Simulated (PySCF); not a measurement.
PySCF input (TPSSh/def2-TZVPD):

```python
from pyscf import gto, scf, dft

mol = gto.M(
    atom='''
    As   -0.00000000   -0.00000000   -0.31730468
    O     0.00000000    0.00000000    1.30888181
    ''',
    basis='def2-tzvpd',
    charge=0,
    spin=1,
    symmetry='C2v',
    verbose=4,
)

mf = dft.UKS(mol, xc='tpssh').density_fit(auxbasis='def2-universal-jkfit')
mf.grids.level = 3
mf.conv_tol = 1e-9
mf.max_cycle = 100
mf.max_memory = 1500
mf.kernel()
if not mf.converged:
    mf = mf.newton()
    mf.kernel(mf.make_rdm1())
mf.analyze()
```

Output:

```
PySCF version 2.14.0

[INPUT] verbose = 4
[INPUT] num. atoms = 2
[INPUT] num. electrons = 41
[INPUT] charge = 0
[INPUT] spin (= nelec alpha-beta = 2S) = 1
[INPUT] symmetry C2v subgroup None
[INPUT] Mole.unit = angstrom
[INPUT] Symbol           X                Y                Z      unit          X                Y                Z       unit  Magmom
[INPUT]  1 As     0.000000000000   0.000000000000  -0.317304680000 AA    0.000000000000   0.000000000000  -0.599618943243 Bohr   0.0
[INPUT]  2 O      0.000000000000   0.000000000000   1.308881810000 AA    0.000000000000   0.000000000000   2.473428150325 Bohr   0.0

nuclear repulsion = 85.9082181176404
point group symmetry = Coov, use subgroup C2v
symmetry origin: [0.00000000e+00 0.00000000e+00 1.84363518e-09]
symmetry axis x: [1. 0. 0.]
symmetry axis y: [0. 1. 0.]
symmetry axis z: [0. 0. 1.]
num. orbitals of irrep A1 = 42
num. orbitals of irrep A2 = 10
num. orbitals of irrep B1 = 21
num. orbitals of irrep B2 = 21
number of shells = 32
number of NR pGTOs = 164
number of NR cGTOs = 94
basis = def2-tzvpd
ecp = {}

******** <class 'pyscf.df.df_jk.DFSymAdaptedUKS'> ********
method = DFSymAdaptedUKS
initial guess = minao
damping factor = 0
level_shift factor = 0
DIIS = <class 'pyscf.scf.diis.CDIIS'>
diis_start_cycle = 1
diis_space = 8
diis_damp = 0
SCF conv_tol = 1e-09
SCF conv_tol_grad = None
SCF max_cycles = 100
direct_scf = False
number electrons alpha = 21  beta = 20
XC library pyscf.dft.libxc version 7.1.2
    S. Lehtola, C. Steigemann, M. J. T. Oliveira, and M. A. L. Marques,  SoftwareX 7, 1–5 (2018)
XC functionals = tpssh
    V. N. Staroverov, G. E. Scuseria, J. Tao, and J. P. Perdew,  J. Chem. Phys. 119, 12129 (2003)
radial grids:
    Treutler-Ahlrichs [JCP 102, 346 (1995); DOI:10.1063/1.469408] (M4) radial grids

becke partition: Becke, JCP 88, 2547 (1988); DOI:10.1063/1.454033
pruning grids: <function nwchem_prune>
grids dens level: 3
symmetrized grids: C2v
atomic radii adjust function: <function treutler_atomic_radii_adjust>
small_rho_cutoff = 0
Freeze 0 electrons in irreps []
    41 free electrons in irreps A1 A2 B1 B2
Set gradient conv threshold to 3.16228e-05
tot grids = 34512
[...]
beta  HOMO (B1) = -0.319342104274123  LUMO (B2) = -0.139376111135006
  HOMO = -0.193138473106  LUMO = -0.150398933089  gap/eV = 1.16300
Extra cycle  E= -2311.0352450478  delta_E= -5.87e-11  |g|= 1.61e-05  |ddm|= 2.01e-05
converged SCF energy = -2311.0352450478  <S^2> = 0.7543819  2S+1 = 2.0043771
**** SCF Summaries ****
Total Energy =                       -2311.035245047801709
Nuclear Repulsion Energy =              85.908218117640388
One-electron Energy =                -3387.965084443384512
Two-electron Energy =                  991.021621277942359
Two-electron Coulomb Energy =         1082.556377013955853
DFT Exchange-Correlation Energy =      -91.534755736013494
HOMO-LUMO gap [eV] =                     1.163002121714969
Wave-function symmetry = B1
alpha occupancy for each irrep:     A1   A2   B1   B2
                                    11    1    5    4
beta  occupancy for each irrep:     A1   A2   B1   B2
                                    11    1    4    4
**** MO energy ****
alpha MO #1 (A1 #1), energy= -425.62845394977 occ= 1
alpha MO #2 (A1 #2), energy= -53.6787173057956 occ= 1
alpha MO #3 (B2 #1), energy= -47.9392556711064 occ= 1
alpha MO #4 (B1 #1), energy= -47.936772999146 occ= 1
alpha MO #5 (A1 #3), energy= -47.935425983227 occ= 1
alpha MO #6 (A1 #4), energy= -19.0857497668323 occ= 1
alpha MO #7 (A1 #5), energy= -6.97319657633667 occ= 1
alpha MO #8 (B2 #2), energy= -5.03027902217401 occ= 1
alpha MO #9 (B1 #2), energy= -5.02127728488754 occ= 1
alpha MO #10 (A1 #6), energy= -5.01987647968877 occ= 1
alpha MO #11 (A1 #7), energy= -1.62916216976514 occ= 1
alpha MO #12 (A2 #1), energy= -1.62568255972658 occ= 1
alpha MO #13 (B2 #3), energy= -1.62495398659667 occ= 1
alpha MO #14 (A1 #8), energy= -1.62092943056991 occ= 1
alpha MO #15 (B1 #3), energy= -1.61789356903229 occ= 1
alpha MO #16 (A1 #9), energy= -0.958015686245048 occ= 1
alpha MO #17 (A1 #10), energy= -0.552337684329132 occ= 1
alpha MO #18 (B1 #4), energy= -0.359908953281706 occ= 1
alpha MO #19 (A1 #11), energy= -0.353521717556937 occ= 1
alpha MO #20 (B2 #4), energy= -0.347060843151114 occ= 1
alpha MO #21 (B1 #5), energy= -0.19313847310596 occ= 1
alpha MO #22 (B2 #5), energy= -0.150398933089138 occ= 0
alpha MO #23 (A1 #12), energy= -0.0085563556377412 occ= 0
alpha MO #24 (A1 #13), energy= 0.0259894267781288 occ= 0
alpha MO #25 (B2 #6), energy= 0.083162233798058 occ= 0
alpha MO #26 (B1 #6), energy= 0.0842235077644276 occ= 0
alpha MO #27 (A1 #14), energy= 0.0911266315160542 occ= 0
alpha MO #28 (A2 #2), energy= 0.0921329134267441 occ= 0
alpha MO #29 (A1 #15), energy= 0.093775895438254 occ= 0
alpha MO #30 (B1 #7), energy= 0.13000037287261 occ= 0
alpha MO #31 (B2 #7), energy= 0.132699213245843 occ= 0
alpha MO #32 (A1 #16), energy= 0.168856586348767 occ= 0
alpha MO #33 (A1 #17), energy= 0.21610728204363 occ= 0
alpha MO #34 (A2 #3), energy= 0.340430289609876 occ= 0
alpha MO #35 (A1 #18), energy= 0.342918187830982 occ= 0
alpha MO #36 (B1 #8), energy= 0.358740620513986 occ= 0
alpha MO #37 (B2 #8), energy= 0.360161766163339 occ= 0
alpha MO #38 (A1 #19), energy= 0.389744141166148 occ= 0
alpha MO #39 (B1 #9), energy= 0.406352925709877 occ= 0
alpha MO #40 (B2 #9), energy= 0.407835198049201 occ= 0
alpha MO #41 (A2 #4), energy= 0.417702305056298 occ= 0
alpha MO #42 (A1 #20), energy= 0.418235709384492 occ= 0
alpha MO #43 (A1 #21), energy= 0.445945546419596 occ= 0
alpha MO #44 (B1 #10), energy= 0.510795875946051 occ= 0
alpha MO #45 (B2 #10), energy= 0.512918304910025 occ= 0
alpha MO #46 (A1 #22), energy= 0.594692422337069 occ= 0
alpha MO #47 (A1 #23), energy= 0.670310057126748 occ= 0
alpha MO #48 (B2 #11), energy= 0.717724500386497 occ= 0
alpha MO #49 (B1 #11), energy= 0.719127007336306 occ= 0
alpha MO #50 (A1 #24), energy= 0.781567798271368 occ= 0
alpha MO #51 (A1 #25), energy= 1.01187554321153 occ= 0
alpha MO #52 (B2 #12), energy= 1.12447466230707 occ= 0
alpha MO #53 (B1 #12), energy= 1.12880908954163 occ= 0
alpha MO #54 (B1 #13), energy= 1.14294988070193 occ= 0
alpha MO #55 (B2 #13), energy= 1.14372186854657 occ= 0
alpha MO #56 (A2 #5), energy= 1.15635414530777 occ= 0
alpha MO #57 (A1 #26), energy= 1.1579397921849 occ= 0
alpha MO #58 (A2 #6), energy= 1.21133722848067 occ= 0
alpha MO #59 (A1 #27), energy= 1.21269137462494 occ= 0
alpha MO #60 (A1 #28), energy= 1.25666012962238 occ= 0
alpha MO #61 (B2 #14), energy= 1.37579681403754 occ= 0
alpha MO #62 (B1 #14), energy= 1.38090178069557 occ= 0
alpha MO #63 (A1 #29), energy= 1.62442827917367 occ= 0
alpha MO #64 (A2 #7), energy= 1.72217827665825 occ= 0
alpha MO #65 (A1 #30), energy= 1.72285907542658 occ= 0
alpha MO #66 (B2 #15), energy= 2.01223713595356 occ= 0
alpha MO #67 (B1 #15), energy= 2.01632335118938 occ= 0
alpha MO #68 (A1 #31), energy= 2.20308560430088 occ= 0
alpha MO #69 (B2 #16), energy= 2.28355804081807 occ= 0
alpha MO #70 (B1 #16), energy= 2.29598663540479 occ= 0
alpha MO #71 (A1 #32), energy= 2.75243298779431 occ= 0
alpha MO #72 (B1 #17), energy= 2.75245280474061 occ= 0
alpha MO #73 (B2 #17), energy= 2.75417317383224 occ= 0
alpha MO #74 (A1 #33), energy= 2.98610214814828 occ= 0
alpha MO #75 (A1 #34), energy= 3.14358320952315 occ= 0
alpha MO #76 (A2 #8), energy= 3.16059549477498 occ= 0
alpha MO #77 (A1 #35), energy= 3.16753046647379 occ= 0
alpha MO #78 (B2 #18), energy= 3.21848709106755 occ= 0
alpha MO #79 (B1 #18), energy= 3.23290540730847 occ= 0
alpha MO #80 (A1 #36), energy= 3.62919501436603 occ= 0
alpha MO #81 (B1 #19), energy= 5.15126688353753 occ= 0
alpha MO #82 (B2 #19), energy= 5.15130848311604 occ= 0
alpha MO #83 (A2 #9), energy= 5.19506460949493 occ= 0
alpha MO #84 (A1 #37), energy= 5.19528441325595 occ= 0
alpha MO #85 (B2 #20), energy= 5.36827869203428 occ= 0
alpha MO #86 (B1 #20), energy= 5.37688619169534 occ= 0
alpha MO #87 (A1 #38), energy= 5.43858070089367 occ= 0
alpha MO #88 (A1 #39), energy= 6.23399497241018 occ= 0
alpha MO #89 (A2 #10), energy= 6.35684477277921 occ= 0
alpha MO #90 (A1 #40), energy= 6.35696751784906 occ= 0
alpha MO #91 (B2 #21), energy= 6.56812604987392 occ= 0
alpha MO #92 (B1 #21), energy= 6.5698134092377 occ= 0
alpha MO #93 (A1 #41), energy= 7.16962403577135 occ= 0
alpha MO #94 (A1 #42), energy= 43.6140083174253 occ= 0
beta  MO #1 (A1 #1), energy= -425.627229932509 occ= 1
beta  MO #2 (A1 #2), energy= -53.6783423098167 occ= 1
beta  MO #3 (B2 #1), energy= -47.9388779089102 occ= 1
beta  MO #4 (A1 #3), energy= -47.9350469966875 occ= 1
beta  MO #5 (B1 #1), energy= -47.9343970177963 occ= 1
beta  MO #6 (A1 #4), energy= -19.0787889788292 occ= 1
beta  MO #7 (A1 #5), energy= -6.97138046883999 occ= 1
beta  MO #8 (B2 #2), energy= -5.0294989986031 occ= 1
[...]
```
